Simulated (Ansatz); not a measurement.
Basis-set extrapolation for C$_{2}$H$_{4}$SSi (`SC1=C[SiH2]1`) (PBE0-D4/def2-TZVP geometry, frozen core, Ansatz 0.2.0). Multiplicity 1, RHF reference.

```tsv
	def2-TZVPP	def2-QZVPP
HF	-764.506047	-764.529705
MP2 correlation	-0.607473	-0.651708
CCSD(T) correlation	-0.679860	not run
```

Energies in hartree. Use E(X) = E(∞) + A·exp(−7.88·√X) for Hartree–Fock and E(X) = E(∞) + B·X^(−2.97) for correlation, with X = 3 and 4, and add CCSD(T) minus MP2 of the smaller set to the MP2 limit.

Q: What is the CCSD(T) energy at the basis-set limit?

A: HF limit: -764.529705 + (-0.023658) × 0.13774 = -764.53296. MP2 limit: -0.651708 + (-0.044235) × 0.74074 = -0.68447. Higher-order term: -0.679860 − (-0.607473) = -0.07239. Total: -765.28982 hartree, 2.83 eV below CCSD(T)/def2-TZVPP.
